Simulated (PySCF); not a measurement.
## Stretching LiZn

Set-up: PySCF, spin-free X2C with a Gaussian nucleus, basis sets Li jorge-DZP-DKH, Zn jorge-DZP-DKH. Energies in eV from Li + Zn in their ground configurations at the same level. State: ²Σ⁺ (doublet), unpaired electrons σ ↑.

All columns are PBE0. A positive dipole means Li(−)Zn(+).

| R (Å) | E (eV) | μ (D) | Mulliken charge on Li (basis-dependent) | HOMO (eV) | LUMO (eV) | Mayer bond order | ⟨S²⟩ |
| --- | --- | --- | --- | --- | --- | --- | --- |
| 2.370 | -0.210 | 0.13 | -0.34 | -3.41 | -1.43 | 1.04 | 0.76 |
| 2.480 | -0.284 | 0.06 | -0.29 | -3.44 | -1.38 | 0.98 | 0.76 |
| 2.591 | -0.324 | 0.02 | -0.24 | -3.47 | -1.38 | 0.91 | 0.75 |
| 2.673 | -0.338 | -0.01 | -0.21 | -3.49 | -1.40 | 0.86 | 0.75 |
| 2.756 | -0.342 | -0.02 | -0.18 | -3.52 | -1.43 | 0.81 | 0.75 |
| 2.839 | -0.338 | -0.04 | -0.16 | -3.54 | -1.44 | 0.75 | 0.75 |
| 2.949 | -0.324 | -0.05 | -0.13 | -3.57 | -1.46 | 0.68 | 0.75 |
| 3.087 | -0.298 | -0.07 | -0.10 | -3.61 | -1.48 | 0.60 | 0.75 |
| 3.252 | -0.261 | -0.08 | -0.07 | -3.65 | -1.49 | 0.51 | 0.75 |
| 3.473 | -0.209 | -0.10 | -0.04 | -3.69 | -1.49 | 0.40 | 0.75 |

A fit through these points gives, at Re = 2.751 Å, μ = -0.02 D and dμ/dR = -0.198 D/Å; the reduced mass is 6.322 u.

How strong is the fundamental in the double-harmonic approximation, I = 42.26·(dμ/dR)²/μred km/mol?

I = 42.26·(-0.198)²/6.322 = 0.262 km/mol at PBE0.

The bond is weak. Basis-set superposition, not corrected here, can be much of De in a small basis, most of all at correlated wavefunction levels. Functionals without a dispersion term scatter widely for such bonds, and LDA overbinds them. The state is the lowest determinant that a PBE0 search found; another state may lie lower at other levels.
